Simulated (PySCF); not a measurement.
Input for PySCF: D3(BJ) and D4 dispersion corrections on CH4OSn (SMILES [CH3][Sn][OH]), a point of a torsion scan.

```python
from pyscf import gto
from pyscf.dispersion import dftd3, dftd4

mol = gto.M(
    atom='''
    C    -1.01261666   -0.03844975    0.03575975
    Sn    0.54278372    1.61041448   -0.07133069
    O     2.11950740    0.30675950    0.09946034
    H    -0.58765052   -0.96345610   -0.35419774
    H    -1.93134962    0.17320393   -0.51613738
    H    -1.29568905   -0.22607442    1.07454543
    H     2.96212566    0.51248873    0.49508988
    ''',
    basis='def2-svp',
    charge=0, spin=0, verbose=0, max_memory=1800)
d3, d4 = {}, {}
for xc in ['hf', 'pbe', 'blyp', 'revpbe', 'tpss', 'r2scan', 'b3lyp', 'pbe0', 'bhlyp', 'camb3lyp', 'b2plyp']:
    d3[xc] = float(dftd3.DFTD3Dispersion(mol, xc=xc, version='d3bj', atm=False).get_dispersion()['energy'])
    print(f'D3(BJ) {xc:10s} {d3[xc]:14.8f} Eh')
for xc in ['hf', 'pbe', 'blyp', 'revpbe', 'tpss', 'r2scan', 'b3lyp', 'pbe0', 'bhlyp', 'camb3lyp', 'b2plyp']:
    d4[xc] = float(dftd4.DFTD4Dispersion(mol, xc={'camb3lyp': 'cam-b3lyp'}.get(xc, xc), atm=True).get_dispersion()['energy'])
    print(f'D4     {xc:10s} {d4[xc]:14.8f} Eh')
```

Output:

```
D3(BJ) hf            -0.03576216 Eh
D3(BJ) pbe           -0.00426357 Eh
D3(BJ) blyp          -0.00972779 Eh
D3(BJ) revpbe        -0.01053669 Eh
D3(BJ) tpss          -0.00552616 Eh
D3(BJ) r2scan        -0.00113727 Eh
D3(BJ) b3lyp         -0.00806136 Eh
D3(BJ) pbe0          -0.00381962 Eh
D3(BJ) bhlyp         -0.00681311 Eh
D3(BJ) camb3lyp      -0.00370045 Eh
D3(BJ) b2plyp        -0.00401139 Eh
D4     hf            -0.01521362 Eh
D4     pbe           -0.00432275 Eh
D4     blyp          -0.00953363 Eh
D4     revpbe        -0.01250521 Eh
D4     tpss          -0.00581840 Eh
D4     r2scan        -0.00096419 Eh
D4     b3lyp         -0.00709191 Eh
D4     pbe0          -0.00363009 Eh
D4     bhlyp         -0.00586397 Eh
D4     camb3lyp      -0.00371618 Eh
D4     b2plyp        -0.00297681 Eh
```

The run finished.

Cost: roughly 0.020 core-seconds.
